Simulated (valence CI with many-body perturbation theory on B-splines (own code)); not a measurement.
# Which ion has this spectrum?

A relativistic CI+MBPT calculation for an atom or ion with 39 electrons gives these levels (cm⁻¹):

| J | Parity | E | g |
| --- | --- | --- | --- |
| 3/2 | even | 0 | 0.69 |
| 5/2 | even | 132205 | 1.05 |
| 3/2 | even | 151855 | 1.20 |
| 7/2 | even | 163850 | 1.05 |
| 9/2 | even | 166523 | 1.05 |
| 1/2 | even | 168176 | 1.86 |
| 5/2 | even | 234369 | 1.29 |
| 7/2 | even | 294107 | 1.11 |
| 9/2 | even | 308246 | 1.14 |
| 3/2 | even | 322213 | 1.13 |
| 1/2 | even | 331328 | 1.47 |
| 5/2 | even | 337714 | 1.25 |
| 11/2 | even | 339135 | 1.09 |
| 5/2 | even | 361121 | 1.10 |

The energies are calculated, and their last digits are not significant.

**Question.** Which is it?
A. Re36+
B. Hf33+
C. W35+
D. Pt39+

**Answer.** A. Re36+, ground level (4d3/2^3) J=3/2.
